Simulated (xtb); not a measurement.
C8H12, charge -1, doublet, at a GFN2-xTB geometry (a state made from the parent by changing its charge; the spin is typed, not shown lowest). Base run: GFN0-xTB (xtb).

Geometry (Å):
```xyz
20

C     -0.6909    -1.7455    -0.1859
C      0.6886    -1.7470    -0.1801
C      1.5238    -0.5878    -0.5488
C      1.5204     0.5845     0.5615
C      0.6909     1.7455     0.1859
C     -0.6886     1.7470     0.1801
C     -1.5238     0.5878     0.5488
C     -1.5204    -0.5845    -0.5615
H     -1.2049    -2.5751     0.2953
H      1.1969    -2.5777     0.3053
H      1.1773    -0.1280    -1.4780
H      2.5635    -0.9041    -0.6980
H      2.5595     0.8986     0.7193
H      1.1652     0.1255     1.4878
H      1.2049     2.5751    -0.2953
H     -1.1969     2.5777    -0.3053
H     -1.1773     0.1280     1.4780
H     -2.5635     0.9041     0.6980
H     -1.1652    -0.1255    -1.4878
H     -2.5595    -0.8986    -0.7193
```
Charge -1, spin multiplicity 2.
All else is at xtb's defaults.
Base energy -24.90468 Eh.

The base run was repeated with changes; each row names its change, and settings that it needs were set with it.

```json
[
 {"change": "base", "ΔE vs base (kJ/mol)": "0.00"},
 {"change": "acc = 1000", "ΔE vs base (kJ/mol)": "0.00"},
 {"change": "etemp = 10", "ΔE vs base (kJ/mol)": "0.00"},
 {"change": "file = coord", "ΔE vs base (kJ/mol)": "0.00"},
 {"change": "acc = 0.0001", "ΔE vs base (kJ/mol)": "0.00"}
]
```
